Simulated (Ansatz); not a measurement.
Ansatz (a program for electronic structure) input (CCSD(T)/def2-SVP):

Ansatz 0.2 input:
```yaml
crystal:
  periodic: [false, false, false]
  atoms:
    - {symbol: S, position_ang: [-0.79407653, -0.02069915, 0.61353267]}
    - {symbol: S, position_ang: [0.79407653, 0.02069915, -0.61353267]}
    - {symbol: H, position_ang: [-1.69423360, 0.00448942, -0.39988276]}
    - {symbol: H, position_ang: [1.69423360, -0.00448942, 0.39988276]}
basis:
  gaussian:
    orbitals: def2-SVP
total_charge: 1
magnetization: {spin_polarized: true, initial_magnetization: 1}
correlation: {method: ccsd_t, electrons: outside_noble_gas}
```

Output:

```
Functional definition: HF
integrals: 0.02 GiB planned
426 factors; integrals over basis functions are off by at most 1.0e-3 eV
mean field: 0.09 GiB planned
mean field evaluation 1: about -21650.2814 eV, gradient 8.4e0 eV
mean field evaluation 2: about -21650.2908 eV, gradient 8.4e0 eV
mean field evaluation 4: about -21650.9344 eV, gradient 7.2e-1 eV
mean field evaluation 8: about -21650.9408 eV, gradient 4.8e-5 eV
mean field evaluation 16: about -21650.9404 eV, gradient 1.8e-1 eV
mean field evaluation 32: about -21647.6702 eV, gradient 4.0e-2 eV
mean field -21650.94083695 eV, -795.6574002233 hartree, gradient 2.6e-6 eV, S^2 0.765159; 3 other end points of the search recorded, 0 dependent functions left out
determinant -21650.94083695 eV, -795.6574002233 hartree, with singles and doubles -21658.81707031 eV, -795.9468464606 hartree
determinant -21647.67027150 eV, -795.5372091596 hartree, with singles and doubles -21655.33455809 eV, -795.8188664968 hartree
10 core orbitals not correlated
reference -21650.94083695 eV, -795.6574002233 hartree; 7, 6 occupied and 29, 30 virtual orbitals, 426 factors
second order -6.96124507 eV of doubles, -0.00000000 eV of singles
coupled cluster: 0.09 GiB planned
cycle   1  -7.87614131 eV  change    9.2e-5 eV  update   2.0e-4
cycle   2  -7.87614090 eV  change    4.1e-7 eV  update   1.1e-4
cycle   3  -7.87610616 eV  change    3.5e-5 eV  update   3.2e-5
cycle   4  -7.87611192 eV  change   -5.8e-6 eV  update   9.3e-6
cycle   5  -7.87612547 eV  change   -1.4e-5 eV  update   2.0e-6
perturbative correction -0.27110148 eV, -0.0099627955 hartree
Total energy: -21659.08806390 eV, -795.9568052912 hartree
```
